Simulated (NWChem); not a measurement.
System: PbCl₂, singlet; SMILES [Pb]([Cl])[Cl]

Input file for NWChem:

```
start job
memory heap 200 mb stack 900 mb global 1100 mb
geometry units angstroms
  Pb     0.019209    -0.017325     0.402555
  Cl     1.187523     1.502381    -1.173149
  Cl    -1.299745    -1.401079    -1.179524
end
basis spherical
  * library def2-svp
end
ecp
  Pb library def2-ecp
end
dft
  xc pbe0
  iterations 150
end
driver
  maxiter 120
end
task dft optimize
dft
  grid fine
  convergence energy 1d-8 density 1d-7
end
task dft freq numerical
```

Low-valent species are run as closed-shell singlets; no triplet was tried in these runs. def2 effective core potentials on Pb; no spin-orbit coupling.

The level has its own optimisation; frequencies are unscaled.

**Question.** What results follow from this input? (PBE0/def2-SVP with def2 effective core potentials on Pb.) Quantities: r Cl–Pb (Å); highest harmonic frequency (cm⁻¹); lowest (cm⁻¹); zero-point energy (kcal/mol).

**Answer.** The r Cl–Pb (Å) is 2.483. The highest harmonic frequency (cm⁻¹) is 333, the lowest (cm⁻¹) is 99 and the zero-point energy (kcal/mol) is 1.1.
